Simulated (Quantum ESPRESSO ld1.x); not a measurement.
Task: Isoelectronic series with 6 electrons, all held in the configuration [He] 2s2 2p2, which need not be the ground one along the series. All-electron calculation, Dirac Kohn-Sham, BLYP, spin-unpolarised, spherical densities, point nucleus; open shells fill j = l - 1/2 first. Program: ld1.x of Quantum ESPRESSO 7.5. Total energies (hartree) and orbital eigenvalues (eV) (* marks an orbital that is empty in some or all of the ions):

| ion | E (hartree) | 2p3/2* | 2p1/2 | 2s1/2 |
|---|---|---|---|---|
| C | -37.818 | -5.2311 | -5.2400 | -13.6067 |
| F3+ | -95.487 | -72.7878 | -72.8897 | -91.0848 |
| Mg6+ | -180.354 | -202.602 | -203.045 | -231.112 |
| P9+ | -292.529 | -393.900 | -395.184 | -433.174 |
| Sc15+ | -599.552 | -960.620 | -966.575 | -1024.70 |
| Cr18+ | -794.899 | -1336.12 | -1346.89 | -1415.29 |
| Co21+ | -1018.553 | -1773.16 | -1791.22 | -1870.09 |
| Zn24+ | -1270.888 | -2271.86 | -2300.46 | -2390.00 |
| As27+ | -1552.337 | -2832.39 | -2875.64 | -2976.09 |
| Kr30+ | -1863.391 | -3454.89 | -3517.92 | -3629.57 |
| Mo36+ | -2576.60 | -4886.67 | -5009.36 | -5144.39 |
| Rh39+ | -2980.08 | -5696.40 | -5861.72 | -6009.03 |
| Cd42+ | -3415.81 | -6569.03 | -6787.66 | -6947.69 |
| Sb45+ | -3884.67 | -7504.86 | -7789.30 | -7962.55 |
| Xe48+ | -4387.62 | -8504.18 | -8869.03 | -9056.06 |

Estimate the row of Ar12+.

Result: E (hartree) -432.186; 2p3/2* -646.569; 2p1/2 -649.543; 2s1/2 -697.542.
